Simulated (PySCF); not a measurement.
CrF4, SMILES [Cr-]([F])([F])([F])[F] (connectivity only; charge and spin as stated), charge -1, multiplicity 4. Atoms are numbered in the order given.

```xyz
5

Cr     0.0000     0.0000     0.0000
F      0.9384     0.9384     1.2605
F      0.9384    -0.9384    -1.2605
F     -0.9384     0.9384    -1.2605
F     -0.9384    -0.9384     1.2605
```
Charge -1, spin multiplicity 4.

Geometry: PBE-D3(BJ)/def2-SVPD. The spin state was assumed, not searched.

The numbers are results of PBE-D3(BJ)/def2-SVPD in PySCF, not measurements.

Frequencies are harmonic and unscaled.

Modes within 1.5 cm⁻¹ of each other (mostly degenerate sets) share a row, with their intensities summed.

```csv
mode,ν (cm⁻¹),IR (km/mol),moving atoms (share of kinetic energy)
1–2,77,30.9,"F 74 %, Cr 26 %"
3,96,0.0,F 100 %
4,208,0.0,F 100 %
5,244,2.1,"F 87 %, Cr 13 %"
6–7,517,365.1,"F 66 %, Cr 34 %"
8,555,0.0,F 100 %
9,645,225.2,"F 54 %, Cr 46 %"
```
